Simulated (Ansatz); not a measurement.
Molecule: sum formula SiBr₂Cl₂ (charge 0, singlet). 
Coordinates optimised at B3LYP-D3(BJ)/def2-TZVP (Ansatz, an electronic-structure program):
```xyz
5

Si    -0.0250    -0.4088     0.0235
Cl     0.1773    -1.5090     1.7251
Cl    -0.3713    -1.6633    -1.5428
Br    -1.7246     0.9776     0.2434
Br     1.8289     0.7267    -0.3413
```
Charge 0, spin multiplicity 1.

Basis-set convergence of Hartree-Fock and CCSD(T) correlation energies (hartree) with Ansatz. Valence correlation only, unless marked. No spin-orbit coupling. The frozen core is the preceding noble-gas configuration, with the filled d and f shells of earlier blocks. No relativistic terms.

```csv
basis,functions,E(HF),"E(corr, CCSD(T))"
def2-SVP,118,-6351.95079,-0.64964
def2-TZVPP,222,-6353.00795,-0.90257
def2-QZVPP,388,-6353.14090,-0.99076
```

Extrapolating the two largest sets (X = 3 and 4) as X^-3: E(corr) = (64·(-0.99076) - 27·(-0.90257))/37 = -1.0551 Eh, an estimate of the basis-set limit. The largest set recovers 93.9 % of it, the smallest 61.6 %.
